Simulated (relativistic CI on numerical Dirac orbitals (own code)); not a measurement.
Slater and spin-orbit integrals, Pr³⁺

Calculated at this level of theory: Dirac-Coulomb-Breit CI, KLI orbitals optimised for each configuration, QED by a radiative potential, valence Slater integrals scaled by 0.85, P86 correlation energy added to each configuration (own radial code, finite nucleus).

Slater integrals F^k, G^k are unscaled and averaged over j, outside the closed core [Kr] 4d10 5s2; ζ comes from projecting the Hamiltonian with its Breit term on Σ l·s of the shell.

- 4f²5p⁶: F^2(4f,4f) = 93639, F^4(4f,4f) = 58419, F^6(4f,4f) = 41933, ζ(4f) = 730.14 cm⁻¹; <r>(4f) = 1.018, <r^2>(4f) = 1.331 (bohr units).
- 4f5p⁶5d: ζ(4f) = 825.07, F^2(4f,5d) = 31614, F^4(4f,5d) = 16110, G^1(4f,5d) = 15227, G^3(4f,5d) = 12582, G^5(4f,5d) = 9666.9, ζ(5d) = 921.9 cm⁻¹; <r>(4f) = 0.9499, <r^2>(4f) = 1.136, <r>(5d) = 2.222, <r^2>(5d) = 5.622 (bohr units).
- 4f5p⁶6s: ζ(4f) = 825.14, G^3(4f,6s) = 3677.4 cm⁻¹; <r>(4f) = 0.942, <r^2>(4f) = 1.113, <r>(6s) = 3.285, <r^2>(6s) = 11.99 (bohr units).

In this model ζ of a weakly bound d, f or g electron outside closed shells comes out too small, for d by up to a factor of two or three and at times with the wrong sign; that of an outer p electron is too small as well.

Correlation outside the listed configurations is missing or only estimated: errors of thousands of cm⁻¹ between configurations and terms are usual at this charge. Rates and lifetimes follow the computed energies and can be off by large factors. The fine structure of a lone outer electron comes out too small, for d and f at times inverted, and misplaced configurations move strength between like terms. 41 of the 45 excited levels that our extract of the measured tables holds in this range could be paired (the sources list more); they are missed by 2808 cm⁻¹ on average and 5867 at most, and levels without a partner can miss by more. Some levels of the ground configuration have no partner and can miss by 10 % or more.

Averages of the first 10 configurations, taken without configuration mixing, which lowers the lowest level and can move excited configurations by several eV; other configurations of the list can lie among them:

| Configuration | Parity | States | Average energy above the lowest level (eV) |
| --- | --- | --- | --- |
| 4f²5p⁶ | even | 91 | 1.5 |
| 4f5p⁶5d | odd | 140 | 8.1 |
| 4f5p⁶6s | odd | 28 | 12.7 |
| 4f²5p⁵5d | odd | 5460 | 25.3 |
| 4f5p⁶6p | even | 84 | 17.6 |
| 4f³5p⁵ | even | 2184 | 22.1 |
| 4f5p⁶6d | odd | 140 | 24.0 |
| 4f5p⁶7s | odd | 28 | 24.6 |
| 4f5p⁶5f | even | 196 | 25.1 |
| 4f5p⁶7p | even | 84 | 26.7 |
